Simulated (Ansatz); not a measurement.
Job for Ansatz (a first-principles code): R-B3LYP-D3(BJ)/def2-TZVP on C4H8O (a complex).

Ansatz 0.2 input:
```yaml
crystal:
  periodic: [false, false, false]
  atoms:
    - {symbol: C, position_ang: [0.19416739, 0.16093584, -0.58309555]}
    - {symbol: C, position_ang: [0.07629708, -0.00107777, 0.59429565]}
    - {symbol: H, position_ang: [0.29390161, 0.29612225, -1.61972360]}
    - {symbol: H, position_ang: [-0.02436915, -0.13188984, 1.63327785]}
    - {symbol: C, position_ang: [-0.34533185, 1.31690807, 4.30622813]}
    - {symbol: O, position_ang: [-0.13920987, 0.00870520, 3.83798077]}
    - {symbol: C, position_ang: [0.17617856, -0.89860978, 4.86172423]}
    - {symbol: H, position_ang: [0.55511397, 1.70877450, 4.79536846]}
    - {symbol: H, position_ang: [-1.17811064, 1.35541350, 5.01923663]}
    - {symbol: H, position_ang: [-0.58198984, 1.92962621, 3.43835323]}
    - {symbol: H, position_ang: [1.10018857, -0.60866796, 5.37735210]}
    - {symbol: H, position_ang: [0.31318423, -1.87016662, 4.39102126]}
    - {symbol: H, position_ang: [-0.63357190, -0.96070576, 5.59927947]}
basis:
  gaussian:
    orbitals: def2-TZVP
hamiltonian:
  xc: b3lyp
  dispersion: d3bj
relax: {f_tol: 0.004, max_steps: 120}
scf: {lower_state_search: off}
```

Question: What total energy does the run end on?

Answer: -232.4737 hartree.

Question: How many basis functions does it have, and what does it roughly cost on one machine?

Answer: 203 functions; roughly 8 core-minutes.
